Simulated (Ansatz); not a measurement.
Consider the ligand exchange at the Si–F bond: `CO[SiH](O)F` + HCl → `CO[SiH](O)Cl` + H–F.

Program: Ansatz. Geometries: PBE0-D4/def2-TZVP. ΔE: electronic, gas phase. CBS: MP2 limit from def2 TZ/QZ plus the TZ coupled-cluster correction, frozen cores. This one scheme is used for every species. Functionals use def2-TZVPP. B3LYP here is the variant with VWN-RPA as its local correlation; programs differ in this. Each species was taken in one conformer, which may not be the lowest.

```json
{"level": "PBE-D4", "ΔE (kJ/mol)": "40.2", "difference from CCSD(T)/CBS": "-7.0"}
{"level": "r2SCAN-D4", "ΔE (kJ/mol)": "49.5", "difference from CCSD(T)/CBS": "2.3"}
{"level": "PBE0-D4", "ΔE (kJ/mol)": "41.3", "difference from CCSD(T)/CBS": "-5.9"}
{"level": "B3LYP-D4", "ΔE (kJ/mol)": "50.5", "difference from CCSD(T)/CBS": "3.3"}
{"level": "ωB97X-V", "ΔE (kJ/mol)": "50.1", "difference from CCSD(T)/CBS": "2.9"}
{"level": "ωB97M-V", "ΔE (kJ/mol)": "49.1", "difference from CCSD(T)/CBS": "1.9"}
{"level": "B2PLYP", "ΔE (kJ/mol)": "54.3", "difference from CCSD(T)/CBS": "7.1"}
{"level": "PBE", "ΔE (kJ/mol)": "44.3", "difference from CCSD(T)/CBS": "-2.9"}
{"level": "r2SCAN", "ΔE (kJ/mol)": "50.5", "difference from CCSD(T)/CBS": "3.3"}
{"level": "PBE0", "ΔE (kJ/mol)": "44.9", "difference from CCSD(T)/CBS": "-2.3"}
{"level": "B3LYP", "ΔE (kJ/mol)": "57.2", "difference from CCSD(T)/CBS": "10.0"}
{"level": "HF/def2-TZVPP", "ΔE (kJ/mol)": "64.5", "difference from CCSD(T)/CBS": "17.3"}
{"level": "MP2/def2-TZVPP", "ΔE (kJ/mol)": "45.5", "difference from CCSD(T)/CBS": "-1.7"}
{"level": "SCS-MP2/def2-TZVPP", "ΔE (kJ/mol)": "51.9", "difference from CCSD(T)/CBS": "4.7"}
{"level": "CCSD/def2-TZVPP", "ΔE (kJ/mol)": "54.7", "difference from CCSD(T)/CBS": "7.5"}
{"level": "CCSD(T)/def2-TZVPP", "ΔE (kJ/mol)": "51.8", "difference from CCSD(T)/CBS": "4.6"}
{"level": "HF/def2-QZVPP", "ΔE (kJ/mol)": "66.3", "difference from CCSD(T)/CBS": "19.1"}
{"level": "MP2/def2-QZVPP", "ΔE (kJ/mol)": "43.5", "difference from CCSD(T)/CBS": "-3.7"}
{"level": "SCS-MP2/def2-QZVPP", "ΔE (kJ/mol)": "49.9", "difference from CCSD(T)/CBS": "2.7"}
{"level": "HF/CBS(def2)", "ΔE (kJ/mol)": "66.6", "difference from CCSD(T)/CBS": "19.4"}
{"level": "MP2/CBS(def2)", "ΔE (kJ/mol)": "40.9", "difference from CCSD(T)/CBS": "-6.3"}
{"level": "CCSD/CBS(def2)", "ΔE (kJ/mol)": "50.1", "difference from CCSD(T)/CBS": "2.9"}
{"level": "CCSD(T)/CBS", "ΔE (kJ/mol)": "47.2", "difference from CCSD(T)/CBS": "0"}
```

Largest T1 diagnostic among the species: 0.011.

In def2-TZVPP, CCSD(T) changes the Hartree–Fock value by −12.7 kJ/mol (the triples alone add −3.0 kJ/mol) and MP2 by −19.0 kJ/mol. The D4 term adds −6.7 kJ/mol with B3LYP and −3.6 kJ/mol with PBE0; it sums over pairs of atoms, weighted by their polarisabilities, and B3LYP, whose exchange is more repulsive, gets the larger term.
